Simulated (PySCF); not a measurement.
# How methods differ on the interval between two levels of Co⁺

Co⁺ [Ar] 3d8 [3F4, M_J = 4] → Co⁺ [Ar] 3d7 4s1 [5F5, M_J = 5], as a difference of total energies. Calculation: PySCF 2.14, in x2c-TZVPall-2c (6s7p4d1f, 54 functions); the two-component X2C-1e Hamiltonian. Correlated levels: [Ne] frozen; the 6 highest virtual spinors dropped. "Screened" scales the spin-orbit matrix elements by Boettger's factors to mimic the two-electron term; Breit and QED terms are absent.

```json
{"method": "GHF (spin-free)", "interval between two levels (cm⁻¹)": "-11888", "error (cm⁻¹)": "-15238"}
{"method": "GMP2 (spin-free)", "interval between two levels (cm⁻¹)": "5938.7", "error (cm⁻¹)": "+2588"}
{"method": "GHF (screened spin-orbit)", "interval between two levels (cm⁻¹)": "-11996", "error (cm⁻¹)": "-15346"}
{"method": "GMP2 (screened spin-orbit)", "interval between two levels (cm⁻¹)": "5834.8", "error (cm⁻¹)": "+2484"}
```

Reference: 3350.5 cm⁻¹ (measured; NIST Handbook of Basic Atomic Spectroscopic Data (Sansonetti and Martin, J. Phys. Chem. Ref. Data 34, 1559 (2005))).

Errors of the correlated levels include the incompleteness of this basis and the frozen core.

The labels give the starting determinants; with spin-orbit coupling the two ends relaxed to ⟨J²⟩ = 20.01, ⟨L²⟩ = 12.01, ⟨S²⟩ = 2.01 and ⟨J²⟩ = 30.01, ⟨L²⟩ = 12.02, ⟨S²⟩ = 6.00.
